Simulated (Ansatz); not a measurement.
Ansatz (a first-principles code) input (B97M-V/def2-TZVPD):

Ansatz 0.2 input:
```yaml
crystal:
  periodic: [false, false, false]
  atoms:
    - {symbol: Si, position_ang: [0.07293248, -0.43127498, -0.00285447]}
    - {symbol: O, position_ang: [-0.18041998, 1.06688573, 0.00706138]}
    - {symbol: H, position_ang: [-0.99857848, -1.45308028, -0.02551919]}
    - {symbol: H, position_ang: [1.42088358, -1.04415589, 0.00899078]}
basis:
  gaussian:
    orbitals: def2-TZVPD
hamiltonian:
  xc: {name: B97M-V}
output: {forces: true}
```

Output:

```
Functional definition: B97M-V
integrals: 0.03 GiB planned
561 factors; their error is unknown
mean field: 0.27 GiB planned
mean field evaluation 1: about -9946.7018 eV, gradient 6.8e1 eV
mean field evaluation 2: about -9819.9077 eV, gradient 2.0e2 eV
mean field evaluation 4: about -9955.0911 eV, gradient 6.9e0 eV
mean field evaluation 8: about -9955.2265 eV, gradient 1.4e-1 eV
mean field evaluation 16: about -9955.2265 eV, gradient 5.6e-6 eV
mean field -9955.22652713 eV, -365.8478269770 hartree, gradient 5.6e-6 eV, S^2 0.000000; 0 other end points of the search recorded, 0 dependent functions left out
the calculation of the forces begins
reference -9955.22658522 eV, -365.8478291117 hartree; 12, 12 occupied and 89, 89 virtual orbitals, 561 factors
Total energy: -9955.22658522 eV, -365.8478291117 hartree
Atom 0 at     0.072932    -0.431275    -0.002854 Å, force    -0.064991     0.384315     0.002544 eV/Å
Atom 1 at    -0.180420     1.066886     0.007061 Å, force     0.056576    -0.334552    -0.002214 eV/Å
Atom 2 at    -0.998578    -1.453080    -0.025519 Å, force    -0.014922    -0.028115    -0.000438 eV/Å
Atom 3 at     1.420884    -1.044156     0.008991 Å, force     0.023337    -0.021648     0.000108 eV/Å
Dipole moment:     0.122535    -0.724593    -0.004796 e Å
```
